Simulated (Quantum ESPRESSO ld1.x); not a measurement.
Results of a calculation; reference values are marked as such.
The mean radii <r> (bohr) of the occupied orbitals of an atom or ion are listed with their occupations. Level of theory: scalar-relativistic Kohn-Sham, LDA (Slater exchange, Perdew-Zunger correlation), spin-polarised, spherical densities, point nucleus (ld1.x of Quantum ESPRESSO 7.5).

| orbital | occ. | <r> |
|---|---|---|
| 1s up | 1 | 0.01867 |
| 1s down | 1 | 0.01867 |
| 2s up | 1 | 0.07902 |
| 2s down | 1 | 0.07902 |
| 2p up | 3 | 0.07062 |
| 2p down | 3 | 0.07062 |
| 3s up | 1 | 0.2043 |
| 3s down | 1 | 0.2043 |
| 3p up | 3 | 0.2041 |
| 3p down | 3 | 0.2040 |
| 3d up | 5 | 0.1847 |
| 3d down | 5 | 0.1847 |
| 4s up | 1 | 0.4312 |
| 4s down | 1 | 0.4313 |
| 4p up | 3 | 0.4482 |
| 4p down | 3 | 0.4483 |
| 4d up | 5 | 0.4553 |
| 4d down | 4 | 0.4554 |

Name the element and its charge. Open shells, if any, are filled with parallel spins first.

Answer. Z = 73, tantalum, charge +28: Ta28+ in [Kr] 4d9. The 1s radius gives Z: for a bare nucleus <r> = (2 gamma + 1)/(2Z) with gamma = sqrt(1 - (Z/c)^2), 0.01844 bohr for Z = 73, and screening makes it slightly larger (0.01867 here). The occupations add up to 45, and the charge is Z minus that.
